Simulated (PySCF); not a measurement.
C2H11GeNSi.
Atom-mapped SMILES: `[CH3:1][CH2:2][GeH2:3][NH:4][SiH3:5]` (hydrogens: H6, H7, H8 on C1; H9, H10 on C2; H11, H12 on Ge3; H13 on N4; H14, H15, H16 on Si5)

Level: PBE0/def2-SVPD in PySCF, non-relativistic, on one gas-phase PBE0-D3(BJ)/def2-SVP geometry that isn't relaxed in the solvent. The solvent is an IEF-PCM continuum (cavity from Bondi-type radii × 1.2). Specific hydrogen bonds and non-electrostatic terms are outside this model. Spin–orbit coupling is left out although an atom past zinc is present.

Gas phase at PBE0/def2-SVPD: HOMO -7.05 eV, LUMO 0.06 eV, dipole 1.06 D.

**Question.** What does the continuum do to the energy, the frontier levels and the dipole at PBE0/def2-SVPD in cyclohexane and dimethylsulfoxide?

**Answer.** 
| solvent | ε | E(solvent) − E(gas) (kJ/mol) | polarisation term (kJ/mol) | distortion of the solute (kJ/mol) | HOMO (eV) | LUMO (eV) | dipole (D) |
| --- | --- | --- | --- | --- | --- | --- | --- |
| cyclohexane | 2.017 | -2.87 | -2.98 | 0.11 | -6.99 | 0.14 | 1.18 |
| dimethylsulfoxide | 46.83 | -7.52 | -8.33 | 0.81 | -6.95 | 0.21 | 1.38 |

The polarisation term is half the interaction of the solute with the surface charges that it induces; the rest is the cost of distorting the solute's density. The sum is the electrostatic part of solvation alone. From cyclohexane to dimethylsulfoxide the lowering changes by a factor 2.62, Onsager's factor (ε − 1)/(2ε + 1) by 2.40 and ε itself by 23.2.

**Question.** Which radius a makes the point-dipole formula ΔE = −[(ε − 1)/(2ε + 1)]·μ²/a³ give the value in dimethylsulfoxide, with the gas-phase dipole?

**Answer.** μ = 0.417 au and |ΔE| = 0.00287 Eh give a = 1.63 Å; the farthest nucleus lies 3.79 Å from the centroid of the nuclei, so such a sphere wouldn't even hold the nuclei. The formula assumes a rigid point dipole at the centre of a sphere.

**Question.** How does the static polarisability (PBE0/def2-SVPD, frozen core, with the continuum's full static response) change?

**Answer.** 
```json
{"medium": "gas", "isotropic (au)": "91.4", "principal values (au)": "81.6, 91.9, 100.6", "⟨r²⟩ of the electrons (bohr²)": "1079.5"}
{"medium": "cyclohexane", "isotropic (au)": "102.7", "principal values (au)": "92.6, 103.8, 111.6", "⟨r²⟩ of the electrons (bohr²)": "1079.6"}
{"medium": "dimethylsulfoxide", "isotropic (au)": "124.9", "principal values (au)": "117.2, 127.5, 130.1", "⟨r²⟩ of the electrons (bohr²)": "1079.8"}
```

The isotropic value in dimethylsulfoxide is 1.37 times the gas-phase one; no cavity-field correction is applied. ⟨r²⟩ is taken about the centre of nuclear charge.

The values belong to the conformer `[CH3:1][CH2:2][GeH2:3][NH:4][SiH3:5]`: C1–C2–Ge3–N4 53°, C2–Ge3–N4–Si5 64°.
